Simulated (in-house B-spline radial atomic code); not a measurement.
Successive ionisation energies of rhenium; each step leads to the configuration of the next row (after the last: [Kr] 4d3). Dirac energy differences include first-order Breit, QED and recoil terms. NIST's values go from ground level to ground level; the uncertainty of those that are theory runs from under 0.1 % in few-electron ions to several per cent in heavy many-electron ones. Computed with a radial B-spline atomic code at the basis-set limit: Dirac-Hartree-Fock, average of the configuration, finite nuclei.

| ion | configuration | ionisation energy (eV) | tabulated value (eV) | tabulated kind | computed minus tabulated (eV) | highest orbital | largest mean radius (bohr) |
| --- | --- | --- | --- | --- | --- | --- | --- |
| Re21+ | [Kr] 4d10 4f8 | 594.6 | 620 | tabulated theory | -25.4 | 4f7/2 | 0.4784 |
| Re22+ | [Kr] 4d10 4f7 | 640.0 | 670 | tabulated theory | -30.0 | 4f7/2 | 0.47085 |
| Re23+ | [Kr] 4d10 4f6 | ? | ? | tabulated theory | ? | ? | ? |
| Re24+ | [Kr] 4d10 4f5 | 734.3 | 760 | tabulated theory | -25.7 | 4f7/2 | 0.46277 |
| Re25+ | [Kr] 4d10 4f4 | 783.1 | 810 | tabulated theory | -26.9 | 4f7/2 | 0.45876 |
| Re26+ | [Kr] 4d10 4f3 | 833.0 | 860 | tabulated theory | -27.0 | 4f7/2 | 0.45476 |
| Re27+ | [Kr] 4d10 4f2 | 884.1 | 910 | tabulated theory | -25.9 | 4f7/2 | 0.45079 |
| Re28+ | [Kr] 4d10 4f1 | ? | ? | tabulated theory | ? | ? | ? |
| Re29+ | [Kr] 4d10 | 1201.2 | 1194 | tabulated theory | 7.2 | 4d5/2 | 0.44296 |
| Re30+ | [Kr] 4d9 | ? | ? | tabulated theory | ? | ? | ? |
| Re31+ | [Kr] 4d8 | 1303.9 | 1294 | tabulated theory | 9.9 | 4d5/2 | 0.43548 |
| Re32+ | [Kr] 4d7 | 1356.3 | 1349 | tabulated theory | 7.3 | 4d5/2 | 0.43197 |
| Re33+ | [Kr] 4d6 | 1409.2 | 1402 | tabulated theory | 7.2 | 4d5/2 | 0.42899 |
| Re34+ | [Kr] 4d5 | 1462.8 | 1454 | tabulated theory | 8.8 | 4d5/2 | 0.42654 |
| Re35+ | [Kr] 4d4 | 1517.0 | 1530 | tabulated theory | -13.0 | 4d5/2 | 0.42411 |

(1) Fill in the row of Re23+.

(2) Fill in the row of Re28+.

(3) Fill in the row of Re30+.

Where a p, d or f electron is removed, the computed value is a mean over both j, so it misses the tabulated one by a part of the spin-orbit splitting; averaging over terms and missing correlation add to the gap, relatively most at low charge.

Results:

(1) ionisation energy (eV): 686.6; tabulated value (eV): 720; computed minus tabulated (eV): -33.4; highest orbital: 4f7/2; largest mean radius (bohr): 0.46681.

(2) ionisation energy (eV): 936.3; tabulated value (eV): 953; computed minus tabulated (eV): -16.7; highest orbital: 4f7/2; largest mean radius (bohr): 0.44686.

(3) ionisation energy (eV): 1252.2; tabulated value (eV): 1242; computed minus tabulated (eV): 10.2; highest orbital: 4d5/2; largest mean radius (bohr): 0.43906.
